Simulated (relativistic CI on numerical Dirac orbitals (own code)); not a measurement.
Pt⁶⁺: L2,3 absorption edge

Computed with this model: Dirac-Coulomb-Breit CI, separate exchange-only KLI orbitals for each configuration, model QED (radiative potential, 1s self-energy scaled to tabulated hydrogen-like ionisation energies), valence Slater integrals scaled by 0.9, multiplet model of core-to-valence dipole absorption; configurations [Xe] 4f14 5d4 → [He] 2s2 2p5 3s2 3p6 3d10 4s2 4p6 4d10 4f14 5s2 5p6 5d5; 80 K; Lorentzian 3 eV and Gaussian 1 eV FWHM. Energies are those of the free ion, without screening or charge transfer. The branching ratio is the share of the lower-energy edge in the whole absorption, uncertain by about 0.02 where the edges overlap. S is read from ⟨S²⟩ = S(S + 1).

Field parameters in Wybourne normalisation: D4h B²₀ = −7Ds, B⁴₀ = 21(Dq − Dt), B⁴₄ = 21√(5/14) Dq; Oh B⁴₀ = 21Dq, B⁴₄ = √(5/14) B⁴₀. The field is a parameter set, without covalency.

free ion: ground-state S = 1.64, centroid 11649.62 eV, branching ratio 0.953. Peaks (eV, height): 11570.5 (100).

Oh, 10Dq = 29900 cm⁻¹: ground-state S = 1.17, centroid 11721.03 eV, branching ratio 0.912. Peaks (eV, height): 11570.5 (100), 13280.5 (11).

D4h, 10Dq = 39300, Ds = 2470, Dt = 920 cm⁻¹: ground-state S = 1.16, centroid 11739.55 eV, branching ratio 0.901. Peaks (eV, height): 11570.5 (100), 13281.0 (12).

The statistical ratio of this edge is 2/3 = 0.667. Values above it arise where the holes sit mainly in the j = l + 1/2 valence subshell or the ground state has high spin; values below it where core-valence Coulomb terms move weight to the upper edge, as in nearly empty shells. At deep edges of heavy elements the radial integrals of the two core levels differ, which raises the baseline.

Strongest unbroadened transitions for Oh, 10Dq = 29900 cm⁻¹:

```csv
Energy (eV),Relative strength
11568.05,100.0
11569.61,42.6
11569.97,3.9
11570.22,87.0
11570.57,69.5
11570.95,13.8
11571.43,6.8
11571.65,27.4
11571.84,35.5
11572.16,1.7
11573.32,12.2
11573.35,1.7
11573.49,5.9
11573.66,4.0
11573.69,2.7
13280.41,26.0
13282.50,5.1
13284.19,1.7
```
